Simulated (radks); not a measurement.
Results of a calculation; reference values are marked as such.
Valence configurations of Cu (all share [Ar]). Code: a radial shooting solver on a logarithmic mesh with Libxc functionals. Model: non-relativistic Kohn-Sham, PBEsol, spin-polarised, spherical densities, point nucleus; open shells are filled with parallel spins first. Energies are relative to 3d10 4s1; eigenvalues in eV for spin up.

| valence | E (eV) | moment (Bohr magnetons) | e(3d) | e(4p) | e(4s) |
|---|---|---|---|---|---|
| 3d10 4s1 | 0.000 | 1 | -5.231 | - | -4.852 |
| 3d9.5 4s1.5 | 0.899 | 1 | -7.662 | - | -5.300 |
| 3d9 4s2 | 2.425 | 1 | -10.416 | - | -5.772 |
| 3d9.5 4s1 4p0.5 | 2.561 | 2 | -8.594 | -1.768 | -6.240 |
| 3d10 4p1 | 4.045 | 1 | -7.205 | -1.928 | - |
| 3d9 4s1 4p1 | 6.178 | 3 | -12.155 | -2.517 | -7.503 |
| 3d9.5 4p1.5 | 7.130 | 2 | -10.368 | -2.602 | - |
| 3d8.5 4s2 4p0.5 | 7.144 | 2 | -14.485 | -2.147 | -7.258 |
| 3d8.5 4s1 4p1.5 | 10.963 | 4 | -15.937 | -3.219 | -8.698 |
| 3d8 4s1 4p2 | 17.015 | 5 | -19.933 | -3.894 | -9.847 |

NIST lists [Ar] 3d10 4s1 as the ground configuration; this level of theory agrees among the configurations tried. The energies are those of spherical high-spin densities, not of single terms.
